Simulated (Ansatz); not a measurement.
The same atomization along the group O, S, Se, Te.

Calculated with Ansatz (gas phase, PBE0-D4/def2-TZVP geometries, no zero-point term in ΔE). CBS: MP2 limit from def2 TZ/QZ plus the TZ coupled-cluster correction, frozen cores. This one scheme is used for every species, atoms too. Functionals use def2-TZVPP. No spin–orbit coupling; open shells (•) take unrestricted orbitals. Spin–orbit coupling would lower the free atoms: a little for C, O, S; clearly for Se; strongly for Sn, Te. def2 core potentials past Kr. Bonds to Se, Sn, Te are less sure, by a few kJ/mol each and by 10 to 20 or more in all where they break to atoms, as the def2 sets lack core-valence functions. Scalar relativity is left out up to krypton.

| reaction | ωB97X-V (eV) | MP2/CBS(def2) (eV) | ωB97M-V (eV) | CCSD(T)/def2-SVP (eV) | CCSD(T)/CBS(def2) (eV) |
| --- | --- | --- | --- | --- | --- |
| `[CH2]1[O][SnH2]1` → C• + 4 H• + O• + Sn• | 22.02 | 22.38 | 21.94 | 20.46 | 22.21 |
| `[CH2]1[S][SnH2]1` → C• + 4 H• + S• + Sn• | 21.33 | 21.41 | 21.21 | 19.45 | 21.37 |
| `[CH2]1[Se][SnH2]1` → C• + 4 H• + Se• + Sn• | 20.79 | 20.96 | 20.55 | 19.06 | 20.95 |
| `[CH2]1[SnH2][Te]1` → C• + 4 H• + Te• + Sn• | 20.19 | 20.51 | 19.92 | 18.47 | 20.49 |

Largest T1 diagnostic: 0.019, for `[CH2]1[O][SnH2]1`.

For atomizations the MP2-based limit and the directly extrapolated one differ by several kJ/mol either way, and by 10 to 25 for some Ge, Se and Sn compounds, so smaller differences from it don't rank the levels.
